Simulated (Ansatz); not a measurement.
`C[BH][Al]([OH])[InH2]`. The species carries charge 0 and has multiplicity 1. In takes the def2 core potential.

Cartesian coordinates in Å:
```
C 1.976 1.141 0.631
B 0.895 0.979 -0.479
Al -1.010 0.030 -0.241
O -2.434 0.932 0.062
In -1.574 -2.586 -0.358
H 1.643 1.076 1.668
H 2.625 2.012 0.501
H 2.636 0.270 0.461
H 1.232 1.321 -1.586
H -2.442 1.886 0.134
H -2.026 -3.418 -1.819
H -1.521 -3.643 1.026
```

(1) What are the harmonic wavenumbers in cm⁻¹ at PBE0-D4/def2-TZVP (Ansatz, finite differences of forces, unscaled)? (Estimate.)

(2) Is this a minimum?

(3) Give the ideal-gas thermochemistry at 298.15 K and 1 bar (rigid rotor, harmonic oscillator; point group C1, symmetry number 1).

(4) And at 400, 500, 600, 800 and 1000 K?

## Answers

(1) Computed: 34, 69, 80, 104, 116, 143, 208, 255, 321, 386, 439, 496, 553, 627, 641, 756, 814, 829, 1029, 1107, 1294, 1413, 1468, 1747, 1752, 2535, 2978, 3077, 3129, 3942.

(2) Yes, all 30 modes are real.

(3) Zero-point energy 193.5 kJ/mol; H(298) − E = 223.2 kJ/mol; entropy 434.9 J/(mol·K), of which translation 174.1, rotation 124.0, vibration 136.8; G(298) − E = 93.6 kJ/mol. Modes under 100 cm⁻¹ are hindered rotations or soft bends, so the harmonic entropy is rough.

(4) 
```csv
T (K),H − E (kJ/mol),S (J/mol/K),G − E (kJ/mol)
400,239.3,481.0,46.9
500,256.8,520.1,-3.2
600,275.8,554.7,-57.0
800,317.0,613.8,-174.0
1000,361.6,663.5,-301.9
```
